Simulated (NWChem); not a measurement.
System: CH4GeO; SMILES O=[CH][GeH3]

NWChem input:

```
start job
memory heap 200 mb stack 900 mb global 1100 mb
geometry units angstroms noautoz
  O     -0.349317    -2.136238     0.000022
  C      0.467667    -1.242175    -0.000033
  Ge    -0.037011     0.718281     0.000078
  H      1.583195    -1.469735     0.000003
  H      0.571306     1.394258     1.258979
  H     -1.576605     0.855617    -0.003595
  H      0.577787     1.396537    -1.254441
end
basis spherical
  O library def2-tzvp
  C library def2-tzvp
  Ge library def2-tzvp
  H library def2-tzvp
end
dft
  xc b3lyp
  iterations 150
  vectors input atomic output neutral.movecs
end
task dft energy
charge 1
dft
  odft
  mult 2
  vectors input atomic output cation.movecs
end
task dft energy
```

Parts of the log:

```
             Northwest Computational Chemistry Package (NWChem) 7.3.0
             --------------------------------------------------------

 C1  symmetry detected

                             Geometry "geometry" -> ""
                             -------------------------

 Output coordinates in angstroms (scale by  1.889725989 to convert to a.u.)

  No.       Tag          Charge          X              Y              Z
 ---- ---------------- ---------- -------------- -------------- --------------
    1 O                    8.0000    -0.33185181    -2.15132315     0.00000159
    2 C                    6.0000     0.47798658    -1.25078261    -0.00004363
    3 Ge                  32.0000    -0.04228713     0.70559233    -0.00001287
    4 H                    1.0000     1.59529134    -1.46945210     0.00004848
    5 H                    1.0000     0.56057153     1.38642884     1.25889511
    6 H                    1.0000    -1.58292580     0.83066360    -0.00375809
    7 H                    1.0000     0.56714606     1.38868605    -1.25452467

 Effective nuclear repulsion energy (a.u.)     170.0214869321

                                 NWChem DFT Module
                                 -----------------

 Summary of "ao basis" -> "ao basis" (spherical)
 ------------------------------------------------------------------------------
       Tag                 Description            Shells   Functions and Types
 ---------------- ------------------------------  ------  ---------------------
 O                         def2-tzvp                11       31   5s3p2d1f
 C                         def2-tzvp                11       31   5s3p2d1f
 Ge                        def2-tzvp                16       48   6s5p4d1f
 H                         def2-tzvp                 4        6   3s1p

            General Information
            -------------------
          SCF calculation type: DFT
          Wavefunction type:  closed shell.
          No. of atoms     :     7
          No. of electrons :    50
           Alpha electrons :    25
            Beta electrons :    25
          Charge           :     0
          Spin multiplicity:     1
          Use of symmetry is: off; symmetry adaption is: off
          Maximum number of iterations: 150
          AO basis - number of functions:   134
                     number of shells:    54
          Convergence on energy requested:  1.00D-06
          Convergence on density requested:  1.00D-05
          Convergence on gradient requested:  5.00D-04

              XC Information
              --------------
                         B3LYP Method XC Potential
                     Hartree-Fock (Exact) Exchange  0.200
                        Slater Exchange Functional  0.800 local
                    Becke 1988 Exchange Functional  0.720 non-local
              Lee-Yang-Parr Correlation Functional  0.810
                  VWN I RPA Correlation Functional  0.190 local

             Grid Information
             ----------------
          Grid used for XC integration:  medium
          Radial quadrature: Mura-Knowles
          Angular quadrature: Lebedev.
          Tag              B.-S. Rad. Rad. Pts. Rad. Cut. Ang. Pts.
          ---              ---------- --------- --------- ---------
          O                   0.60       49          11.0       434
          C                   0.70       49          10.0       434
          Ge                  1.25      112          10.0       590
          H                   0.35       45          11.0       434
          Grid pruning is: on
          Number of quadrature shells:   390
          Spatial weights used:  Erf1

      Superposition of Atomic Density Guess
      -------------------------------------

 Sum of atomic energies:       -2189.76093460

      Non-variational initial energy
      ------------------------------

 Total energy =   -2190.717148
 1-e energy   =   -3389.016573
 2-e energy   =    1028.277938
 HOMO         =      -0.269590
 LUMO         =      -0.053509

   convergence    iter        energy       DeltaE   RMS-Dens  Diis-err
 ---------------- ----- ----------------- --------- --------- ---------
 d= 0,ls=0.0,diis     1  -2192.6861105351 -2.36D+03  1.09D-02  1.23D+00
 d= 0,ls=0.0,diis     2  -2192.3110901504  3.75D-01  8.91D-03  4.88D+00
 d= 0,ls=0.0,diis     3  -2192.7891538975 -4.78D-01  1.43D-03  1.04D-01
 d= 0,ls=0.0,diis     4  -2192.7963817063 -7.23D-03  6.54D-04  1.27D-02
 d= 0,ls=0.0,diis     5  -2192.7973663742 -9.85D-04  1.87D-04  8.25D-04
  Resetting Diis
 d= 0,ls=0.0,diis     6  -2192.7974676139 -1.01D-04  3.02D-05  2.14D-05
 d= 0,ls=0.0,diis     7  -2192.7974701878 -2.57D-06  2.49D-05  4.10D-06
 d= 0,ls=0.0,diis     8  -2192.7974696839  5.04D-07  1.35D-05  1.09D-05
 d= 0,ls=0.0,diis     9  -2192.7974704757 -7.92D-07  1.96D-06  5.65D-07

         Total DFT energy =    -2192.797470475723
      One electron energy =    -3390.028990214654
           Coulomb energy =     1121.731913806754
    Exchange-Corr. energy =      -94.521880999937
 Nuclear repulsion energy =      170.021486932115

 Numeric. integr. density =       50.000031807729

                       DFT Final Molecular Orbital Analysis
                       ------------------------------------

 Vector   23  Occ=2.000000D+00  E=-3.572147D-01
              MO Center= -6.0D-01,  8.7D-01, -4.9D-03, r^2= 2.4D+00
   Bfn.  Coefficient  Atom+Function         Bfn.  Coefficient  Atom+Function
  ----- ------------  ---------------      ----- ------------  ---------------
    78      0.330676  3 Ge px               124     -0.273182  6 H  s
    81      0.190183  3 Ge px               123     -0.166018  6 H  s
    72     -0.160840  3 Ge px               125     -0.149734  6 H  s
   130      0.131271  7 H  s                118      0.129433  5 H  s
   129      0.079968  7 H  s                117      0.078837  5 H  s

 Vector   24  Occ=2.000000D+00  E=-3.549390D-01
              MO Center=  3.2D-01,  9.4D-01,  5.0D-03, r^2= 2.9D+00
   Bfn.  Coefficient  Atom+Function         Bfn.  Coefficient  Atom+Function
  ----- ------------  ---------------      ----- ------------  ---------------
    80      0.323939  3 Ge pz               118      0.226004  5 H  s
   130     -0.224936  7 H  s                 83      0.192495  3 Ge pz
    74     -0.157142  3 Ge pz               117      0.138619  5 H  s
   129     -0.137975  7 H  s                119      0.132333  5 H  s
   131     -0.131700  7 H  s                  8     -0.122587  1 O  pz

 Vector   25  Occ=2.000000D+00  E=-2.554136D-01
              MO Center=  1.2D-01, -1.3D+00, -1.8D-07, r^2= 2.7D+00
   Bfn.  Coefficient  Atom+Function         Bfn.  Coefficient  Atom+Function
  ----- ------------  ---------------      ----- ------------  ---------------
     7     -0.268722  1 O  py                 6      0.267195  1 O  px
    79     -0.248502  3 Ge py               113     -0.225212  4 H  s
    10     -0.221979  1 O  py                 9      0.217491  1 O  px
    68      0.194970  3 Ge s                 82     -0.188942  3 Ge py
   112     -0.188247  4 H  s                 13     -0.180522  1 O  py

 Vector   26  Occ=0.000000D+00  E=-6.884996D-02
              MO Center=  2.8D-01, -1.2D+00,  1.0D-04, r^2= 2.4D+00
   Bfn.  Coefficient  Atom+Function         Bfn.  Coefficient  Atom+Function
  ----- ------------  ---------------      ----- ------------  ---------------
    45      0.388259  2 C  pz                14     -0.350554  1 O  pz
    42      0.335755  2 C  pz                39      0.324237  2 C  pz
     8     -0.311408  1 O  pz                11     -0.247250  1 O  pz
   119     -0.225858  5 H  s                131      0.225101  7 H  s
    83      0.210668  3 Ge pz               118     -0.090496  5 H  s

 Vector   27  Occ=0.000000D+00  E= 1.328015D-02
              MO Center=  4.1D-01,  4.0D-01, -5.3D-05, r^2= 5.3D+00
   Bfn.  Coefficient  Atom+Function         Bfn.  Coefficient  Atom+Function
  ----- ------------  ---------------      ----- ------------  ---------------
    36      1.824112  2 C  s                 82      1.410508  3 Ge py
   113     -1.098747  4 H  s                 68     -0.677628  3 Ge s
    81     -0.599530  3 Ge px                44      0.594426  2 C  py
   125     -0.349455  6 H  s                 35      0.313170  2 C  s
    43      0.290684  2 C  px                79      0.219694  3 Ge py

 Vector   28  Occ=0.000000D+00  E= 2.068975D-02
              MO Center=  1.5D-02,  1.0D+00,  5.0D-04, r^2= 5.4D+00
   Bfn.  Coefficient  Atom+Function         Bfn.  Coefficient  Atom+Function
  ----- ------------  ---------------      ----- ------------  ---------------
    68      2.266681  3 Ge s                119     -1.048585  5 H  s
   131     -1.048308  7 H  s                 36     -0.926037  2 C  s
   125     -0.847522  6 H  s                 67      0.397367  3 Ge s
     5      0.281358  1 O  s                113      0.279161  4 H  s
    44     -0.227163  2 C  py                66     -0.217301  3 Ge s

     Multipole analysis of the density
     ---------------------------------

     L   x y z        total         alpha         beta         nuclear
     -   - - -        -----         -----         ----         -------
     0   0 0 0     -0.000000    -25.000000    -25.000000     50.000000

     1   1 0 0      0.516332      0.258166      0.258166      0.000000
     1   0 1 0      0.644463      0.322231      0.322231      0.000000
     1   0 0 1     -0.000112     -0.000056     -0.000056      0.000000

     2   2 0 0    -22.627034    -25.589843    -25.589843     28.552652
     2   1 1 0     -1.993260      0.654776      0.654776     -3.302812
     2   1 0 1      0.000228     -0.000093     -0.000093      0.000415
     2   0 2 0    -27.265593   -136.912606   -136.912606    246.559620
     2   0 1 1      0.000015     -0.000071     -0.000071      0.000158
     2   0 0 2    -22.792835    -17.036312    -17.036312     11.279789

[...]
```

Level: B3LYP/def2-TZVP, vertical spin-unrestricted ions. All runs use the structure optimised with PBE-D3(BJ)/def2-SVP.
